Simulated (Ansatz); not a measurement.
Relaxation of C₂H₇AlBF (12 atoms, charge 0, multiplicity 1), to a largest force component of 0.015 eV/Å in at most 40 steps.

All numbers below come from RKS PBE0/def2-SVP (Ansatz 0.2.0).

```xyz
12
Properties=species:S:1:pos:R:3:forces:R:3
C -0.445 0.009 1.530 -1.90 2.95 -0.21
C 0.798 0.129 0.715 1.86 -1.08 -0.26
B 0.643 -0.633 -0.691 1.24 0.81 2.15
Al -0.465 0.093 -2.197 -2.84 2.43 -0.76
F -1.532 1.552 -1.941 1.78 -2.33 -0.50
H -0.357 0.590 2.488 -0.02 -0.65 -0.42
H -0.737 -1.002 1.724 -0.35 -0.93 0.28
H -1.286 0.566 0.964 0.72 -1.00 0.80
H 1.627 -0.312 1.346 -0.33 0.38 -0.70
H 1.062 1.196 0.547 -0.19 -0.19 -0.01
H 1.345 -1.577 -0.870 0.16 -0.65 -0.13
H -0.575 -0.666 -3.582 -0.12 0.25 -0.25
```

**Question.** Where does it end, and by what steps?

**Answer.** The run converged. After 28 steps the energy has fallen by 0.790 eV; H12 moved furthest, 1.33 Å.

```
step  energy less start (eV)  largest force component (eV/Å)  accepted
   0                  0.0000                           2.952       yes
   1                 -0.4728                           2.026       yes
   2                 -0.5562                           1.305       yes
   3                 -0.5801                           1.127       yes
   4                 -0.6344                           0.285       yes
   5                 -0.6457                           0.231       yes
   6                 -0.6602                           0.262       yes
   7                 -0.6879                           0.335       yes
   8                 -0.7073                           0.680       yes
   9                 -0.7189                           0.349       yes
  10                 -0.7443                           0.294       yes
  11                 -0.7345                           0.465        no
  12                 -0.7543                           0.091       yes
  13                 -0.7573                           0.113       yes
  14                 -0.7613                           0.238       yes
  15                 -0.7657                           0.249       yes
  16                 -0.7713                           0.159       yes
  17                 -0.7750                           0.171       yes
  18                 -0.7779                           0.134       yes
  19                 -0.7815                           0.141       yes
  20                 -0.7832                           0.202       yes
  21                 -0.7842                           0.276       yes
  22                 -0.7861                           0.183       yes
  23                 -0.7881                           0.041       yes
  24                 -0.7894                           0.105       yes
  25                 -0.7899                           0.065       yes
  26                 -0.7903                           0.022       yes
  27                 -0.7904                           0.025       yes
  28                 -0.7905                           0.014       yes
```

```xyz
12
Properties=species:S:1:pos:R:3
C -0.568 0.043 1.467
C 0.806 -0.072 0.821
B 0.938 -0.284 -0.716
Al -0.636 0.002 -2.129
F -0.955 1.560 -2.664
H -0.516 0.355 2.522
H -1.101 -0.921 1.441
H -1.199 0.781 0.942
H 1.471 -0.752 1.384
H 1.347 0.906 0.886
H 2.052 -0.567 -1.119
H -1.562 -1.106 -2.800
```

Whether the end is a true minimum wasn't checked by a vibrational analysis.

The run took 69 s on 2 threads of Intel(R) Xeon(R) Platinum 8488C (Sapphire Rapids) (shared host), peak memory 0.27 GiB.
